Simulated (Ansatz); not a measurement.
This geometry of ClGaH$_{2}$ (4 atoms, charge 0, multiplicity 1) is a first-order saddle point.

Theory: RKS r2SCAN/def2-SVP (Ansatz 0.2.0).

```xyz
4
Properties=species:S:1:pos:R:3
Ga 0.248 0.000 -0.578
Cl 1.309 0.000 1.798
H 1.721 0.000 0.217
H -1.320 0.000 -0.307
```

Task: Which two structures does it join? (They come from a converged band through this point; their orientation in space is the band's.)

Result: Bonds broken: Ga1–Cl2, Ga1–H3. Bonds formed: Cl2–H3. ClGaH2 becomes ClH + GaH.

Image 0:

```xyz
4
Properties=species:S:1:pos:R:3
Ga 0.453 0.000 0.074
Cl 0.821 0.000 2.198
H 1.729 0.000 -0.812
H -1.046 0.000 -0.330
```

Image 10:

```xyz
4
Properties=species:S:1:pos:R:3
Ga 0.080 0.000 -0.884
Cl 1.549 0.000 1.839
H 1.817 0.000 0.541
H -1.488 0.000 -0.366
```

Task: How far does it lie above each of them?

Result: 2.31 eV above the first and 0.18 eV above the second. This is the barrier of this one path; another mechanism may lie lower. The orbitals stay closed-shell, which can raise the energy where a bond breaks towards radicals; this wasn't checked here.

The run took 4.2 min on 1 thread of Intel(R) Xeon(R) Platinum 8259CL CPU @ 2.50GHz (Skylake/Cascade Lake) (shared host), peak memory 0.13 GiB.
